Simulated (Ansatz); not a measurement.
Computed with Ansatz on PBE0-D4/def2-TZVP structures; ΔE is electronic, products minus reactants. CBS: MP2 limit from def2 TZ/QZ plus the TZ coupled-cluster correction, frozen cores. This one scheme is used for every species. DFT in def2-TZVPP. For Ge outer-core shells are correlated without core-valence functions, which leaves a few kJ/mol of doubt a bond. Scalar relativity is left out up to krypton.

Reaction (cleavage of the Al–Ge bond): `[AlH2][GeH3]` + H₂S → `[AlH2][SH]` + GeH₄

```json
{"level": "BLYP-D4", "ΔE (kJ/mol)": "-92.9", "difference from CCSD(T)/CBS": "2.4"}
{"level": "r2SCAN0-D4", "ΔE (kJ/mol)": "-98.0", "difference from CCSD(T)/CBS": "-2.7"}
{"level": "B2PLYP", "ΔE (kJ/mol)": "-98.1", "difference from CCSD(T)/CBS": "-2.8"}
{"level": "BLYP", "ΔE (kJ/mol)": "-92.4", "difference from CCSD(T)/CBS": "2.9"}
{"level": "r2SCANh", "ΔE (kJ/mol)": "-98.2", "difference from CCSD(T)/CBS": "-2.9"}
{"level": "MP2/def2-SVP", "ΔE (kJ/mol)": "-105.0", "difference from CCSD(T)/CBS": "-9.7"}
{"level": "CCSD/def2-SVP", "ΔE (kJ/mol)": "-98.1", "difference from CCSD(T)/CBS": "-2.8"}
{"level": "MP2/def2-QZVPP", "ΔE (kJ/mol)": "-102.5", "difference from CCSD(T)/CBS": "-7.2"}
{"level": "HF/CBS(def2)", "ΔE (kJ/mol)": "-103.3", "difference from CCSD(T)/CBS": "-8.0"}
{"level": "MP2/CBS(def2)", "ΔE (kJ/mol)": "-102.6", "difference from CCSD(T)/CBS": "-7.3"}
{"level": "CCSD(T)/CBS", "ΔE (kJ/mol)": "-95.3", "difference from CCSD(T)/CBS": "0"}
```

Largest T1 diagnostic among the species: 0.012.

Leaving LDA and LC-ωPBE aside and taking each functional with its dispersion term where it has one, the values, not all of them listed here, spread over 15.1 kJ/mol, from B97M-V to PBE-D4. From BLYP to BHLYP (50 % exact exchange), in def2-TZVPP and without D4, ΔE moves by −6.1 kJ/mol.
